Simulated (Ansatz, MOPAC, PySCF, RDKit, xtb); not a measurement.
Noncovalent pair: H2S (SMILES S) (first 3 atoms) with GeH4 (SMILES [GeH4]); geometry from B3LYP-D3(BJ)/def2-TZVP, rigid monomers moved along the line of their centres of mass till S1···Ge4 is 3.47 Å.
(charge 0, multiplicity 1):
```xyz
8

S      0.1562    -0.3755    -0.3138
H      0.2778    -1.6336     0.1384
H     -1.1720    -0.3716    -0.1193
Ge     0.0033     0.1282     3.1193
H     -0.1245     0.2786     4.6456
H     -1.0037    -0.9286     2.6398
H      1.4278    -0.3231     2.7716
H     -0.3017     1.4735     2.4485
```

| level | interaction energy (kcal/mol) | minus CCSD(T)/CBS(def2-SVPD, def2-TZVPPD) | cost |
|---|---|---|---|
| UFF | 0.11 | -0.01 | - |
| AM1 | 0.17 | 0.06 | - |
| PM3 | 2.04 | 1.92 | - |
| PM6 | 0.21 | 0.09 | - |
| PM7 | -1.62 | -1.74 | - |
| GFN1-xTB | -10.38 | -10.49 | - |
| GFN2-xTB | -2.63 | -2.74 | - |
| HF/STO-3G (no counterpoise) | 1.45 | 1.33 | - |
| HF/3-21G (no counterpoise) | 0.61 | 0.49 | - |
| HF/6-31G* | 3.08 | 2.97 | - |
| HF/6-31G* (no counterpoise) | 2.66 | 2.54 | - |
| HF/def2-SVPD | 2.95 | 2.83 | - |
| PBE/def2-TZVPPD | 0.83 | 0.71 | ×1 |
| PBE-D3(BJ)/def2-TZVPPD | -0.52 | -0.64 | ×1 |
| BP86/6-31G* (no counterpoise) | 1.63 | 1.52 | - |
| r2SCAN/def2-TZVPPD | 0.24 | 0.13 | ×1 |
| r2SCAN-D3(BJ)/def2-TZVPPD | -0.21 | -0.33 | ×1 |
| B3LYP/3-21G (no counterpoise) | -0.47 | -0.59 | - |
| B3LYP/6-31G* | 2.37 | 2.25 | - |
| B3LYP/6-31G* (no counterpoise) | 1.74 | 1.63 | - |
| B3LYP/LANL2DZ (no counterpoise) | 1.87 | 1.75 | - |
| B3LYP/def2-TZVPPD | 2.09 | 1.97 | ×2 |
| B3LYP-D4/def2-TZVPPD | -0.01 | -0.13 | ×2 |
| PBE0/def2-TZVPPD | 0.74 | 0.62 | ×2 |
| PBE0-D3(BJ)/def2-TZVPPD | -0.58 | -0.69 | ×2 |
| PBE0-D4/def2-TZVPPD | -0.43 | -0.55 | ×2 |
| wB97X-V/def2-TZVPPD | -0.19 | -0.31 | ×3 |
| wB97M-V/def2-TZVPPD | -0.40 | -0.52 | ×3 |
| MP2/6-31G* | 2.28 | 2.16 | - |
| MP2/6-31G* (no counterpoise) | 1.17 | 1.05 | - |
| MP2/def2-SVPD | 0.64 | 0.52 | - |
| MP2/def2-TZVPPD | 0.12 | 0.00 | - |
| MP2/CBS(def2-SVPD, def2-TZVPPD) | -0.10 | -0.22 | - |
| SCS-MP2/def2-SVPD | 1.18 | 1.06 | - |
| SCS-MP2/def2-TZVPPD | 0.73 | 0.62 | - |
| CCSD/def2-SVPD | 1.08 | 0.96 | - |
| CCSD/def2-TZVPPD | 0.68 | 0.57 | - |
| CCSD(T)/def2-SVPD | 0.80 | 0.68 | ×3 |
| CCSD(T)/def2-TZVPPD | 0.32 | 0.20 | ×20 |
| CCSD(T)/CBS(def2-SVPD, def2-TZVPPD) | 0.12 | 0.00 | ×20 |

 The comparison column counts from a level with limits of its own.

The rows run from -10.38 (GFN1-xTB) to 3.08 kcal/mol (HF/6-31G*). In def2-TZVPPD the value moves MP2 0.12, CCSD 0.68, CCSD(T) 0.32, a shift of 0.20 from MP2 to CCSD(T). From def2-SVPD to def2-TZVPPD CCSD(T) changes by -0.48. The dispersion term adds -1.35 in PBE-D3(BJ), -0.45 in r2SCAN-D3(BJ), -2.09 in B3LYP-D4. The 6 functionals in def2-TZVPPD without D3 or D4 span 2.49, from wB97M-V to B3LYP.

Interaction energies are E(AB) − E(A) − E(B) at the monomers' geometry in the complex; basis-set methods are counterpoise corrected. Rows marked so take none. RDKit's UFF carries no charges.

Frozen-core correlation. Filled d and f shells under p-block atoms count as core. CBS: X⁻³ extrapolation of the correlation energy, Hartree–Fock from the larger set. Rows in 3-21G, 6-31G*, LANL2DZ, STO-3G carry no dispersion term and start afresh at each structure (6-31G* with six Cartesian d functions); the Pople sets are all-electron and without relativity. MP2/6-31G* freezes PySCF's default core, which leaves 3d correlated. LANL2DZ brings its own core potentials from Na on. The state that AM1, PM3, PM6, PM7 reach isn't checked; PM7 holds dispersion and hydrogen-bond terms.

Codes used: Ansatz (a program for electronic structure) with Gaussian orbitals; MOPAC for AM1, PM3, PM6, PM7 (differences of heats of formation); PySCF for 3-21G rows, 6-31G* rows, LANL2DZ rows, STO-3G rows, the dispersion terms; RDKit for the force fields; xtb for the GFN methods. 

Costs are rough ratios of core time to PBE/def2-TZVPPD (about 8 s over the structures, on one shared machine); a dash marks a level with no comparable run of its own.
